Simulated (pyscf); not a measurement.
Optimised with ωB97X-D3(BJ)/def2-SVP in PySCF. MP2 and CC: frozen core, UHF for open shells. ΔMP2 is the change of the MP2 total energy from the triple- to the quadruple-zeta basis. Singlets are restricted, triplets unrestricted.

Singlet (Å):
```xyz
6

Si     1.1238    -1.0931    -1.0576
O      0.9098     0.5038    -0.6492
As    -0.6397     1.2873    -0.1212
H     -0.3287    -1.5741    -0.7752
H     -0.6214     0.7693     1.3145
H      0.0092     2.6000     0.3007
```

Triplet (Å):
```xyz
6

Si    -2.4631     0.6864     0.2535
O     -0.9112     0.4447     0.8159
As     0.4765    -0.3622    -0.0112
H     -3.4874    -0.3154     0.7102
H     -0.3383    -1.2226    -0.9797
H      0.6995     0.6947    -1.0918
```

### Question
For these two minima of :HSi–O–AsH₂, which spin state lies lower at CCSD(T)/def2-TZVPP + ΔMP2(QZVPP), and by how much (electronic energies)?

### Answer
The singlet, by 39.5 kcal/mol. Zero-point energy shifts E(triplet) − E(singlet) by -0.3 kcal/mol. :HSi–O–AsH₂ [singlet] lies 17.1 kcal/mol over its isomer HO–Si:–AsH₂ [singlet], and others may lie lower still (electronic energy, ωB97M-D3(BJ)). 

E(triplet) − E(singlet) by level (kcal/mol):

| level | gap |
|---|---|
| ωB97X-D3(BJ)/def2-TZVP | +40.1 |
| PBE/def2-TZVP | +34.7 |
| r²SCAN/def2-TZVP | +29.9 |
| B3LYP-D3(BJ)/def2-TZVP | +38.4 |
| PBE0-D3(BJ)/def2-TZVP | +33.5 |
| M06-2X/def2-TZVP | +36.8 |
| ωB97M-D3(BJ)/def2-TZVP | +43.8 |
| HF/def2-TZVP | +21.3 |
| MP2/def2-QZVPP | +37.2 |
| CCSD/def2-TZVPP | +38.1 |
| CCSD(T)/def2-TZVPP | +38.9 |
| CCSD(T)/def2-TZVPP + ΔMP2(QZVPP) | +39.5 |

The triplet is the lowest one reached from the SCF start used. The CCSD(T) − MP2 part came from Ansatz, without density fitting, on the same reference. The frozen core leaves the outer d or s,p core shells of the metals and heavy elements correlated in the MP2 and CC values, and def2-TZVPP describes them poorly, which can shift differences by a few kcal/mol. Elements up to Kr have no core potential and no relativistic terms here.
